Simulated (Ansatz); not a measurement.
Sn12O20H18²⁺ (started as a model of: [(RSn)12O14(OH)6]2+, R = H). The state is a singlet with charge 2. Geometry r2SCAN-D4/def2-SVP; atoms count from 1.

Cartesian coordinates in Å:
```
Sn -1.299 1.171 -2.993
Sn -2.954 1.810 -0.114
Sn -2.894 -1.330 -1.369
Sn -0.768 2.043 2.393
Sn -0.668 -3.154 0.316
Sn 1.972 0.986 -2.372
Sn 0.768 -2.043 -2.393
Sn 0.668 3.154 -0.316
Sn -1.972 -0.986 2.372
Sn 1.299 -1.171 2.993
Sn 2.955 -1.810 0.114
Sn 2.894 1.330 1.369
O -1.723 0.398 -1.079
O 0.357 -0.157 -3.109
O 0.310 2.268 -2.139
O -1.202 2.851 0.491
O -2.434 0.919 1.745
O -1.100 -2.443 -1.625
O -2.378 -1.949 0.599
O 1.100 2.443 1.625
O -0.357 0.157 3.109
O 1.202 -2.851 -0.491
O -0.310 -2.268 2.139
O 2.434 -0.919 -1.745
O 2.378 1.949 -0.599
O 1.723 -0.398 1.079
O -2.705 2.519 -2.114
O -2.648 -0.457 -3.304
O -4.217 0.148 -0.575
O 2.705 -2.520 2.114
O 2.648 0.457 3.304
O 4.217 -0.148 0.575
H -3.109 3.301 -2.520
H -3.029 -0.758 -4.142
H -5.170 0.067 -0.418
H 3.108 -3.302 2.519
H 3.028 0.759 4.142
H 5.169 -0.067 0.418
H -1.312 1.802 -4.572
H -4.160 2.901 0.382
H -4.057 -2.501 -1.778
H -1.157 3.107 3.650
H -1.005 -4.803 0.488
H 3.013 1.499 -3.604
H 1.157 -3.108 -3.650
H 1.005 4.803 -0.488
H -3.013 -1.499 3.604
H 1.313 -1.802 4.572
H 4.161 -2.901 -0.381
H 4.057 2.501 1.778
```

In the def2 sets Sn takes a core potential; there is no spin–orbit coupling. Single mean-field runs in def2-SVP are fitted with def2-universal-jkfit.

Question: Estimate the Mulliken populations of the heavy atoms from the PBE0/def2-SVP orbitals of Ansatz.

Answer: 
| atom | charge (e) |
| --- | --- |
| Sn1 | 1.25 |
| Sn2 | 1.25 |
| Sn3 | 1.25 |
| Sn4 | 1.19 |
| Sn5 | 1.19 |
| Sn6 | 1.19 |
| Sn7 | 1.19 |
| Sn8 | 1.19 |
| Sn9 | 1.19 |
| Sn10 | 1.25 |
| Sn11 | 1.25 |
| Sn12 | 1.25 |
| O13 | -0.79 |
| O14 | -0.76 |
| O15 | -0.76 |
| O16 | -0.76 |
| O17 | -0.76 |
| O18 | -0.76 |
| O19 | -0.76 |
| O20 | -0.76 |
| O21 | -0.76 |
| O22 | -0.76 |
| O23 | -0.76 |
| O24 | -0.76 |
| O25 | -0.76 |
| O26 | -0.79 |
| O27 | -0.55 |
| O28 | -0.55 |
| O29 | -0.55 |
| O30 | -0.55 |
| O31 | -0.55 |
| O32 | -0.55 |
Mulliken values depend strongly on the basis.

Question: And the Mayer bond orders between heavy atoms (over 0.3, the first 40 of 54)?

Answer: Sn1–O13 0.53 (2.11 Å); Sn1–O14 0.52 (2.13 Å); Sn1–O15 0.52 (2.13 Å); Sn1–O27 0.51 (2.14 Å); Sn1–O28 0.51 (2.14 Å); Sn2–O13 0.53 (2.11 Å); Sn2–O16 0.52 (2.13 Å); Sn2–O17 0.52 (2.13 Å); Sn2–O27 0.51 (2.14 Å); Sn2–O29 0.51 (2.14 Å); Sn3–O13 0.53 (2.11 Å); Sn3–O18 0.52 (2.13 Å); Sn3–O19 0.52 (2.13 Å); Sn3–O28 0.51 (2.14 Å); Sn3–O29 0.51 (2.14 Å); Sn4–O16 0.59 (2.11 Å); Sn4–O17 0.59 (2.11 Å); Sn4–O20 0.65 (2.06 Å); Sn4–O21 0.65 (2.06 Å); Sn5–O18 0.59 (2.11 Å); Sn5–O19 0.59 (2.11 Å); Sn5–O22 0.65 (2.06 Å); Sn5–O23 0.65 (2.06 Å); Sn6–O14 0.59 (2.11 Å); Sn6–O15 0.59 (2.11 Å); Sn6–O24 0.65 (2.06 Å); Sn6–O25 0.65 (2.06 Å); Sn7–O14 0.65 (2.06 Å); Sn7–O18 0.65 (2.06 Å); Sn7–O22 0.59 (2.11 Å); Sn7–O24 0.59 (2.11 Å); Sn8–O15 0.65 (2.06 Å); Sn8–O16 0.65 (2.06 Å); Sn8–O20 0.59 (2.11 Å); Sn8–O25 0.59 (2.11 Å); Sn9–O17 0.65 (2.06 Å); Sn9–O19 0.65 (2.06 Å); Sn9–O21 0.59 (2.11 Å); Sn9–O23 0.59 (2.11 Å); Sn10–O21 0.52 (2.13 Å).
